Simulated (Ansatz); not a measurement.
System: C$_{3}$H$_{2}$F$_{3}$, net charge 0, doublet state. It need not be the lowest isomer of its formula. SMILES: FC(=C)[C](F)F
Structure (B3LYP-D3(BJ)/def2-TZVP (Ansatz, a quantum-chemistry and plane-wave program) minimum search):
```xyz
8

C     -1.8748    -0.1847     0.2934
C     -0.6657     0.1415    -0.2531
F     -0.6267     0.8188    -1.4216
C      0.5790    -0.1504     0.2674
F      1.7173     0.1853    -0.2966
F      0.7402    -0.8056     1.4004
H     -1.9237    -0.7249     1.2250
H     -2.7846     0.1002    -0.2107
```
Charge 0, spin multiplicity 2.

Computed values are from Ansatz. Correlated levels leave the core frozen unless marked. UHF or UKS for open shells. Spin-orbit coupling is left out. No relativistic terms. CBS marks a two-point X^-3 extrapolation of the correlation energy; Hartree-Fock from the larger set.

| Quantity | Result |
|---|---|
| atomisation energy De | 785.7 kcal/mol at CCSD(T)/CBS(cc-pVTZ,cc-pVQZ) |
| total energy | -414.6186 Eh at CCSD(T)/CBS(cc-pVTZ,cc-pVQZ) |
| dipole moment | 1.37 D at CCSD(T)/aug-cc-pVDZ |
| T1 diagnostic | 0.022 at CCSD/cc-pVQZ |

The UHF reference is spin-contaminated (<S^2> 0.20 over the pure value in the largest basis).
